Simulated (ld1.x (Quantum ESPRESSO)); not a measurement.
## What one change does to a pseudopotential (germanium (Ge), TM)

* Element: Ge (Z = 32)
* Generator: ld1.x (Quantum ESPRESSO) 7.5
* Type: norm-conserving Troullier–Martins (Kleinman–Bylander form)
* Functional: revPBE
* Relativity: scalar-relativistic
* Frozen core: [Ne] 3s2
* Valence charge: 20
* Reference configuration: 3p6 3d10 4s2 4p2
* Partial waves: 4s (bound): rc 1.90 bohr; 3d (bound): rc 0.80 bohr; 3p (bound): rc 0.80 bohr
* Local potential: the p channel
* Core correction: none

Occupied shells without a wave of their own: 4p. They enter only through the test configuration that unscreens the potential.

All-electron outer shells of the reference configuration (revPBE, scalar-relativistic, ld1.x):

```csv
shell,level (eV),outermost node (bohr),outermost maximum (bohr)
2p,-1198.60,–,0.14
3s,-168.56,0.26,0.54
3p,-115.62,0.23,0.54
3d,-29.26,–,0.50
4s,-11.67,0.77,1.75
4p,-3.85,0.82,2.22
```

Change: wave 3p (bound): rc 0.80 bohr becomes 3p (bound): rc 0.84 bohr.

Cutoffs: the cutoffs (Ry, on a coarse ladder) from which the occupation-weighted sum of valence levels, in a spherical-Bessel basis at the reference potential, stays within 10 and 1 mRy of its value at 400 Ry; they do not see the model core or the augmentation charge, which bear on the density cutoff. Errors are all-electron minus pseudo energies relative to the spin-unpolarised reference configuration.

Problem. Predict the effect on cutoff, ghosts and configuration errors.

Solution. Both files keep a bound ghost (s); of the 7 tests that both files solve, the error grows in 7 and shrinks in 0 by more than 15 % and 0.3 meV (median size 60.6 → 78.7 meV). More of the atom is replaced by a form fitted at one configuration, so other configurations suffer.

```tsv
quantity	base	changed
cutoff, loose	over 300 Ry	over 300 Ry
cutoff, tight	over 300 Ry	over 300 Ry
bound ghosts	s	s
error for 3p6 3d10 4s2 4p1, meV [ΔE 7.39 eV]	-55	-66
error for 3p6 3d10 4s2 4p0, meV [ΔE 22.74 eV]	-143	-171
error for 3p6 3d10 4s1 4p0, meV [ΔE 57.36 eV]	-193	-233
error for 3p6 3d10 4s0 4p0, meV [ΔE 103.46 eV]	-272	-323
error for 3p6 3d10 4s2 4p1.5, meV [ΔE 2.78 eV]	-23	-28
error for 3p6 3d10 4s2 4p2.3, meV [ΔE -0.87 eV]	+9.8	+12
error for 3p6 3d10 4s0 4p4, meV [ΔE 16.13 eV]	+61	+79
s: phases at 2.04 bohr within 0.05 rad from the reference energy up to (Ry; the scan ends near 5)	4.3	4.2
p: phases at 2.04 bohr within 0.05 rad from the reference energy up to (Ry; the scan ends near 5)	n/a	n/a
d: phases at 2.04 bohr within 0.05 rad from the reference energy up to (Ry; the scan ends near 5)	to the end of the scan	to the end of the scan
```

Base: The 4p level has no wave, so the channel is fitted at the deeper level alone: the likely source of the large errors. Changed file: The 4p level has no wave, so the channel is fitted at the deeper level alone: the likely source of the large errors. A true bound ghost makes a file unfit for plane-wave use even where its test errors are small: the radial tests pick states by their node count and pass the ghost by.
